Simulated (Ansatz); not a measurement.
The first iterations of a band of C2H10NSbSi (15 atoms, charge 0, multiplicity 1).

Theory: RKS B3LYP/def2-SVP (Ansatz).

```
movable images  : 5
climbing image  : yes
spring          : 0.5 eV/Å²
optimiser       : quadratic models (default)
start path      : through a guess of the saddle point
force threshold : 0.05 eV/Å
iteration limit : 41
end points      : relaxed
```

Initial state:

```xyz
15
Properties=species:S:1:pos:R:3
C -1.005 1.125 1.520
C -0.189 0.993 0.226
Si 0.576 -0.719 -0.043
N -0.689 -1.922 -0.029
Sb 2.056 -0.777 -2.229
H -1.462 2.125 1.610
H -0.376 0.969 2.411
H -1.814 0.379 1.559
H 0.631 1.733 0.198
H -0.818 1.222 -0.655
H 1.484 -1.080 1.091
H -1.411 -1.898 -0.745
H -0.452 -2.885 0.192
H 2.691 0.799 -1.925
H 0.756 -0.113 -3.153
```

Final state:

```xyz
15
Properties=species:S:1:pos:R:3
C -1.074 1.108 1.629
C -0.512 1.084 0.200
Si 0.462 -0.484 -0.230
N -0.571 -1.874 -0.011
Sb 1.393 -0.228 -2.691
H -1.668 2.018 1.818
H -0.266 1.079 2.379
H -1.722 0.236 1.817
H 0.149 1.952 0.025
H -1.331 1.186 -0.537
H 1.603 -0.680 0.715
H -1.416 -1.968 -0.569
H -0.141 -2.786 0.122
H 2.453 -1.568 -2.456
H 2.620 0.873 -2.181
```

| iteration | highest image above the first end (eV) | largest band force component (eV/Å) |
| --- | --- | --- |
| 1 | 0.981 | 5.412 |
| 2 | 0.130 | 0.906 |

Question: Does the band converge within its limit, and where does its top end?

Answer: It converged. It ended after 7 iterations with the highest image 0.040 eV above the first end. Another band between the same ends (5 images) ends at a top of the same energy, where a vibrational analysis finds 1 clearly imaginary mode.

The run took 4.3 min on 2 threads of Arm Neoverse V1, on a shared host, peak memory 0.42 GiB.
